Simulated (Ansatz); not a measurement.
`[AlH2]/[N]=C\[SiH3]` + `N=CO` → `O/C=N/[SiH3]` + `C=[N][AlH2]` at 400 K and 1 bar (ligand exchange at the Si–C bond).

Gas-phase electronic energies from Ansatz, PBE0-D4/def2-TZVP geometries. CBS: MP2 limit from def2 TZ/QZ plus the TZ coupled-cluster correction, frozen cores. This one scheme is used for every species. Double bonds are as drawn, so ΔE can hold a change between cis and trans. Each species was taken in one conformer, which may not be the lowest.

```csv
species,CCSD(T)/CBS energy (Eh),H − E (kJ/mol),S (J/(mol·K))
`[AlH2]/[N]=C\[SiH3]`,-627.42847,186.7,382.3
`N=CO`,-169.71775,138.6,266.1
`O/C=N/[SiH3]`,-460.01548,188.1,333.2
`C=[N][AlH2]`,-337.15304,136.8,301.9
```

H − E and S are ideal-gas, rigid-rotor, harmonic terms from PBE0-D4/def2-TZVP, for one conformer and one mirror image of each species. 1 Eh = 2625.50 kJ/mol, R = 8.31446 J/(mol·K).

Question: By hand: ΔE, ΔH, ΔS and ΔG.

Answer: ΔE = (-460.01548) + (-337.15304) − (-627.42847) − (-169.71775) = -0.02230 Eh = -58.5 kJ/mol. Δ(H − E) = 188.1 + 136.8 − 186.7 − 138.6 = -0.4, so ΔH = -58.9 kJ/mol. ΔS = 333.2 + 301.9 − 382.3 − 266.1 = -13.3 J/(mol·K). ΔG = -58.9 − 400 × (-13.3)/1000 = -53.6 kJ/mol.

Question: By hand: the equilibrium constant, and the temperature at which ΔG would vanish if ΔH and ΔS stayed fixed.

Answer: log₁₀ K = −ΔG/(RT ln 10) = 7.0. ΔG = 0 at ΔH/ΔS = 4429 K, far beyond where these terms or the molecules hold.

The number of gas molecules stays the same, so ΔS is small and ΔH decides. A doubt of 5 kJ/mol in ΔE shifts log₁₀ K by 0.7 here. Other conformers and mirror images would add mixing entropy, several J/(mol·K) or more a flexible species. These are equilibria of isolated gas molecules and say nothing of rates. Largest T1 diagnostic: 0.015 (customary marks: 0.02 for closed shells, 0.045 for open ones).
